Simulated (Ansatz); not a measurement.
The cluster Be3Se2. The state is a triplet with charge 0. Geometry PBE-D4/def2-SVP, that of the charge +1 doublet; atoms count from 1.

Cartesian coordinates in Å:
```
Be 0.880 -0.864 0.453
Be -0.416 0.979 0.771
Be -0.464 -0.115 -1.224
Se 1.281 1.001 -0.580
Se -1.281 -1.001 0.580
```

At PBE0-D4/def2-TZVP a singlet of charge 0 lies 0.23 eV below the triplet at the same geometry. The structure comes from a short search, and lower isomers may exist.

Problem. Estimate the Mulliken populations from the PBE0/def2-TZVP orbitals of Ansatz.

Solution. 
```json
{"atom": "Be1", "charge (e)": "-0.02", "spin (α − β)": "0.78"}
{"atom": "Be2", "charge (e)": "-0.02", "spin (α − β)": "0.78"}
{"atom": "Be3", "charge (e)": "0.02", "spin (α − β)": "0.67"}
{"atom": "Se4", "charge (e)": "0.01", "spin (α − β)": "-0.11"}
{"atom": "Se5", "charge (e)": "0.01", "spin (α − β)": "-0.11"}
```
Mulliken values depend strongly on the basis.

Problem. Where does the spin sit?

Solution. Summed by element: Be 2.23, Se -0.23, of 2 unpaired in all. Largest on single atoms: Be2 0.78, Be1 0.78, Be3 0.67.

Problem. And the Mayer bond orders between heavy atoms (over 0.3)?

Solution. Be1–Be3 0.42 (2.28 Å); Be1–Se4 0.85 (2.17 Å); Be1–Se5 0.85 (2.17 Å); Be2–Be3 0.42 (2.28 Å); Be2–Se4 0.85 (2.17 Å); Be2–Se5 0.85 (2.17 Å); Be3–Se4 0.93 (2.17 Å); Be3–Se5 0.93 (2.17 Å).
